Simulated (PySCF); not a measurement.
Zn(F)(SiH3) (FH3SiZn), SMILES [F][Zn][SiH3].

The structure is a stationary point at B3LYP-D3(BJ)/def2-TZVP.

Computed with PySCF with B3LYP-D3(BJ)/def2-TZVP.

Frequencies are harmonic and unscaled.

Modes within 1.5 cm⁻¹ of each other (mostly degenerate sets) share a row, with their intensities summed.

Task: Give all harmonic wavenumbers and intensities. (An estimate is asked for; the answer gives what the named calculation found.)

Result: 
```json
[
 {"mode": "1–2", "ν (cm⁻¹)": "112", "IR (km/mol)": "29.3", "moving atoms (share of kinetic energy)": "F 45 %, Zn 38 %, Si 10 %"},
 {"mode": "3", "ν (cm⁻¹)": "318", "IR (km/mol)": "1.9", "moving atoms (share of kinetic energy)": "Si 65 %, Zn 16 %, F 12 %"},
 {"mode": "4–5", "ν (cm⁻¹)": "481", "IR (km/mol)": "5.0", "moving atoms (share of kinetic energy)": "H 88 %, Si 10 %"},
 {"mode": "6", "ν (cm⁻¹)": "641", "IR (km/mol)": "119.8", "moving atoms (share of kinetic energy)": "F 72 %, Zn 27 %"},
 {"mode": "7", "ν (cm⁻¹)": "873", "IR (km/mol)": "236.3", "moving atoms (share of kinetic energy)": "H 91 %, Si 9 %"},
 {"mode": "8–9", "ν (cm⁻¹)": "952", "IR (km/mol)": "92.1", "moving atoms (share of kinetic energy)": "H 97 %"},
 {"mode": "10", "ν (cm⁻¹)": "2215", "IR (km/mol)": "47.5", "moving atoms (share of kinetic energy)": "H 99 %"},
 {"mode": "11–12", "ν (cm⁻¹)": "2227", "IR (km/mol)": "158.2", "moving atoms (share of kinetic energy)": "H 96 %"}
]
```
